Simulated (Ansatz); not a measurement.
`CC(C)(C)OC=O` and `CC(C)(C)[CH2][AlH][Cl]` differ in one atom or group.

Ansatz, PBE0-D4/def2-TZVP geometries, multiplicity 1. Each molecule was computed in one conformer, which needn't be the lowest.

```json
{"property": "HOMO energy (B3LYP/def2-TZVPP) / eV", "`CC(C)(C)OC=O`": "-7.73"}
{"property": "HOMO–LUMO gap (B3LYP/def2-TZVPP) / eV", "`CC(C)(C)OC=O`": "7.63"}
{"property": "HOMO–LUMO gap (PBE0/def2-TZVPP) / eV", "`CC(C)(C)OC=O`": "8.18"}
{"property": "HOMO energy (PBE/def2-TZVPP) / eV", "`CC(C)(C)OC=O`": "-6.32"}
{"property": "LUMO energy (PBE/def2-TZVPP) / eV", "`CC(C)(C)OC=O`": "-0.95"}
{"property": "size of the dipole moment (ωB97M-V/def2-TZVPP) / D", "`CC(C)(C)OC=O`": "2.14"}
```

(1) What does the change do to each property? (An estimate is asked.)

## Answers

(1) The calculation gave: 
```csv
property,`CC(C)(C)[CH2][AlH][Cl]`,shift
HOMO energy (B3LYP/def2-TZVPP) / eV,-7.48,0.25
HOMO–LUMO gap (B3LYP/def2-TZVPP) / eV,6.27,-1.36
HOMO–LUMO gap (PBE0/def2-TZVPP) / eV,6.66,-1.52
HOMO energy (PBE/def2-TZVPP) / eV,-6.44,-0.12
LUMO energy (PBE/def2-TZVPP) / eV,-1.81,-0.86
size of the dipole moment (ωB97M-V/def2-TZVPP) / D,2.32,0.18
```

With PBE0 the HOMO rises by 0.29 eV and the LUMO falls by 1.23 eV, so the gap narrows by about 1.52 eV. PBE moves the HOMO by -0.12 eV and ωB97M-V by 0.53 eV. Dipoles are sizes alone; their direction can turn.

B3LYP here is the variant with VWN-RPA as its local correlation; programs differ in this.
